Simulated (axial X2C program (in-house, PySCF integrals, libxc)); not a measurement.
## Nuclear properties of SGaS

Computed with an in-house all-electron X2C program for linear molecules (integrals from PySCF): two-component X2C with atomic mean-field Coulomb and Gaunt terms, Gaussian nuclei, basis S dyall-av3z, Ga dyall-v3z with contracted cores.

S–Ga–S held linear, with bonds 2.054 and 2.054 Å (near the PBE0 minimum at charge 0 of the determinant lowest at the starting distance; the state shown can have its own minimum elsewhere, held linear; other orders of the atoms were not compared).

Determinant lowest in the PBE0 search, Ω = 3/2 (⟨Sz⟩ = 0.50, ⟨Lz⟩ = 1.00 at PBE0), spin on the atoms S 0.29, Ga -0.08, S 0.29:

```
level  A∥/gI S (MHz)  qzz S (a.u.)  A∥/gI Ga (MHz)  qzz Ga (a.u.)
 PBE0            132          0.77           -47.3          -3.19
   HF            184          0.38            -183          -3.73
  PBE            120          0.85           -20.8          -2.84
```

Determinant 0.05 eV from it at PBE0 and this distance, Ω = 1/2 (⟨Sz⟩ = -0.50, ⟨Lz⟩ = 1.00 at PBE0), spin on the atoms S -0.29, Ga 0.08, S -0.29:

```csv
level,A∥/gI S (MHz),qzz S (a.u.),A∥/gI Ga (MHz),qzz Ga (a.u.)
PBE0,638,0.76,117,-3.18
HF,690,0.37,228,-3.70
PBE,606,0.84,135,-2.84
```

A∥ (defined per Ω) follows by multiplying with gI = μI/(I μN); qzz is the electric field gradient, eQq0 = 234.96 MHz × Q/barn × qzz. The operators were transformed with the bare-nucleus X2C matrices; with these basis sets, hyperfine constants and field gradients can be off by tens of per cent, and where levels differ in sign neither size nor sign is settled.

(1) With gI(33S) = 0.4292, Q(69Ga) = 0.171 barn (g factors from the IAEA table of nuclear moments by Stone; Q from Pyykkö, Mol. Phys. 2018), turn the PBE0 values of the first state into constants in MHz.

The molecule was held linear; bending was not examined, so a bent shape may lie lower.

Each state is one determinant with collinear spin. Unrestricted Hartree–Fock can overshoot spin polarisation at the nuclei. The search compared states at one distance, so a state with another bond length can lie lower. Where a field gradient or hyperfine factor spreads by more than a factor of two over the levels, a constant derived from it is not to be relied on. PBE0 term energies can be off by some tenths of an eV.

## Answers

(1) A∥(33S) = 132 × 0.4292 = 56.7 MHz; eQq0(69Ga) = 234.96 × (0.171) × (-3.19) = -128 MHz.
